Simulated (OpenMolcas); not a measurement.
Ionisation energies of barium

- Program: OpenMolcas 26.06
- Basis: ANO-R3 [9s7p4d3f2g1h]
- Scalar Hamiltonian: X2C, finite nucleus
- Spin-orbit coupling: RASSI with atomic mean-field integrals over the reference wave functions, term energies averaged over their components

Active shells in each charge state: the valence s, p shells, with orbitals averaged over the low states. Where CASPT2's correlated closed shells are named, they are those of the first ion.

A. CASSCF
B. SS-CASPT2, IPEA 0.25 Eh, imaginary shift 0.1 Eh (closed shells correlated: 5s 5p)
C. SS-CASPT2, IPEA 0.25 Eh, imaginary shift 0.1 Eh (closed shells correlated: none)
D. SS-CASPT2, IPEA 0 Eh, imaginary shift 0.1 Eh (closed shells correlated: 5s 5p)
E. SS-CASPT2, IPEA 0.25 Eh, imaginary shift 0.1 Eh (closed shells correlated: 4d 5s 5p)

Energies in eV between the lowest computed levels, named as in B; reference values from the NIST Atomic Spectra Database with their kind.

| From | To | A | B | C | D | E | Spin-orbit share in B | Reference |
| --- | --- | --- | --- | --- | --- | --- | --- | --- |
| Ba 6s² ¹S₀ | Ba+ 6s ²S_1/2 | 4.834 | 5.016 | 4.858 | 5.006 | 5.031 | +0.000 | 5.212 (measured) |
| Ba+ 6s ²S_1/2 | Ba2+ 5p⁶ ¹S₀ | 9.337 | 9.850 | 9.337 | 9.894 | 9.898 | +0.000 | 10.004 (measured) |

Error against the reference values, in %:

```json
{"From": "Ba", "Reference": "measured", "A": "-7.3", "B": "-3.8", "C": "-6.8", "D": "-4.0", "E": "-3.5"}
{"From": "Ba+", "Reference": "measured", "A": "-6.7", "B": "-1.5", "C": "-6.7", "D": "-1.1", "E": "-1.1"}
```

Mean absolute error over the 2 measured values: A 0.52 eV, B 0.17 eV, C 0.51 eV, D 0.16 eV, E 0.14 eV.
